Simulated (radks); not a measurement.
Results of a calculation; reference values are marked as such.
Task: Coulomb parameter of the 5d shell of neutral platinum in the model configuration [Xe] 4f14 5d8 6s1 6p1, as a second difference U = [E(n + 0.25) + E(n - 0.25) - 2 E(n)] / (0.25)^2 with all orbitals relaxed. "Bare": the charge of the atom changes with n. "Screened": the 6p shell takes up the change at fixed total charge, which measures U(5d,5d) + U(6p,6p) - 2 U(5d,6p). Code: a radial shooting solver on a logarithmic mesh with Libxc functionals. Model: scalar-relativistic Kohn-Sham, r2SCAN, spin-unpolarised, spherical densities, finite nucleus; meta-GGA in the generalised Kohn-Sham scheme; Fermi nuclear charge, rms radius 5.427 fm. Estimate both.

Result: U(bare) = 9.204 eV, U(screened by 6p) = 2.504 eV, against the Slater integral F0(5d,5d) = 15.420 eV with frozen orbitals. The step up makes a negative ion, whose loosely bound charge lowers the bare value.
